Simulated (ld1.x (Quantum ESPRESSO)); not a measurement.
Pseudopotential generation for boron: TM semilocal, PBE, scalar-relativistic.

ld1.x (Quantum ESPRESSO) 7.5 input, shortened:

```
&input
   title='B', zed=5., rel=1, dft='PBE', iswitch=3,
   config='[He] 2s2 2p0.75 3d-2'
 /
 &inputp
   pseudotype=1, tm=.true., lloc=1,
   nlcc=.false.
 /
3
2S  1  0   2.00   0.00  0.95  0.95  0.0
3D  3  2  -2.00   0.45  2.20  2.20  0.0
2P  2  1   0.75   0.00  2.15  2.15  0.0
 &test
   configts(1)='2s2 2p0.75'
 /
```

All-electron outer shells of the reference configuration (PBE, scalar-relativistic, ld1.x):

```tsv
shell	level (eV)	outermost node (bohr)	outermost maximum (bohr)
1s	-183.33	–	0.21
2s	-11.69	0.46	1.50
2p	-5.74	–	1.53
```

(1) Estimate the cutoffs (Ry, on a coarse ladder) from which the occupation-weighted sum of valence levels, in a spherical-Bessel basis at the reference potential, stays within 10 and 1 mRy of its value at 400 Ry.

(2) Which valence shell sets the plane-wave cutoff?

(3) Tests: 2s2 2p1; 2s2 2p0; 2s1 2p0; 2s0 2p3; 2s1 2p1; 2s2 2p0.5; 2s2 2p1.3. Which has the largest error in its energy relative to the reference configuration, and how large is it?

Results:

(1) 70 Ry and 160 Ry.

(2) 2s: its level needs 140 Ry to come within 1 mRy, against 25 Ry for 2p.

(3) 2s1 2p0, with +116 meV (all-electron minus pseudo) on +32.48 eV.
